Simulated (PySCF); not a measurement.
Cl2H2SeSi, SMILES Cl[SiH](Cl)[SeH].

Geometry: B3LYP-D3(BJ)/def2-SVP. This is a generated structure with no PubChem entry under its InChIKey; it may be hypothetical. The values are those of a single conformer.

Two levels are set side by side: PBE/def2-TZVP (PySCF) and M06-2X/def2-TZVP (PySCF). Same geometry, gas phase. Differences are taken from unrounded values.

| quantity | M06-2X | PBE | PBE minus M06-2X |
|---|---|---|---|
| orbital gap (eV) | 8.85 | 4.87 | -3.98 |
| highest occupied level (eV) | -8.74 | -6.43 | 2.30 |
| lowest empty level (eV) | 0.11 | -1.56 | -1.67 |
| dipole moment (D) | 1.50 | 1.29 | -0.20 |
| mean polarisability (bohr³) | 73.3 | 76.2 | 2.9 |

PBE's occupied levels lie high since its potential decays too fast outside the molecule; exact exchange lowers them and widens the gap. Loosely held outer electrons make PBE densities more polarisable. Differences between two approximate levels are no errors against the true value.

Rough cost on one machine, each run with all the roots and properties that it gave: M06-2X against PBE about 3 times.
